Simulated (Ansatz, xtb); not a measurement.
## Two structures of BClGeH+

We compare I, a singlet given by its coordinates, with II, a singlet given by its coordinates. Both are isolated ions in the gas phase, relaxed with BLYP-D3(BJ)/def2-SVP.

I (Å):

```yaml
atoms:
  - { symbol: B, position_ang: [-0.7843, -0.4739, -1.1506] }
  - { symbol: Cl, position_ang: [0.7168, -0.9417, -0.2537] }
  - { symbol: Ge, position_ang: [-1.4032, -0.0163, 0.8484] }
  - { symbol: H, position_ang: [-0.8752, -0.5725, -2.3408] }
```

Close contacts (Å): B1–Cl2 1.81, B1–Ge3 2.14, Cl2–Ge3 2.56, B1–H4 1.20.

II (Å):

```xyz
4

B    -0.7049   -0.1031    0.5602
Cl   -2.3188   -0.4296    0.5713
Ge    1.4593    0.2485    0.3925
H     1.1819    0.9908    1.8082
```

Close contacts (Å): B1–Cl2 1.65, B1–Ge3 2.20, Ge3–H4 1.62.

Task: Estimate which is lower in electronic energy at CCSD(T)/def2-TZVPP, and by roughly how much.

Result: The CCSD(T)/def2-TZVPP calculation puts structure I lower, by 11.6 kcal/mol.

The same difference at several levels:

```csv
level,geometry,E(II) − E(I) (kcal/mol),departure from the last row (kcal/mol),"job, with rough time for the two"
GFN2-xTB,GFN2-xTB,+25.7,+14.1,"optimisation, 0.2 s"
HF/STO-3G,GFN2-xTB,+32.9,+21.2,"single point, 0.38 s"
r2SCAN-D4/def2-SVP,GFN2-xTB,+13.9,+2.3,"single point, 2.2 s"
BLYP-D3(BJ)/def2-SVP,BLYP-D3(BJ)/def2-SVP,+11.4,−0.2,"optimisation, 14 s"
HF/def2-TZVPP,BLYP-D3(BJ)/def2-SVP,+11.4,−0.2,part of the CCSD(T) run
MP2/def2-TZVPP,BLYP-D3(BJ)/def2-SVP,+13.6,+1.9,part of the CCSD(T) run
CCSD(T)/def2-TZVPP,BLYP-D3(BJ)/def2-SVP,+11.6,,"single point, 35 s"
```

The levels shown agree on the order. The largest departure from CCSD(T)/def2-TZVPP is that of HF/STO-3G, 21.2 kcal/mol.

With harmonic frequencies from BLYP-D3(BJ)/def2-SVP (ideal gas, rigid rotor, one conformer each, 298.15 K, 1 atm): the zero-point term adds −2.1 kcal/mol; ΔH is +10.0 and ΔG +9.2 kcal/mol.

The correlated steps freeze 15 core orbitals; the filled d shell of Ge is correlated, in a basis made for valence electrons. Run with Ansatz 0.2.0, xtb 6.7.1; the last row on 1 thread of Intel(R) Xeon(R) Platinum 8375C CPU @ 2.90GHz (Ice Lake) on a shared host.
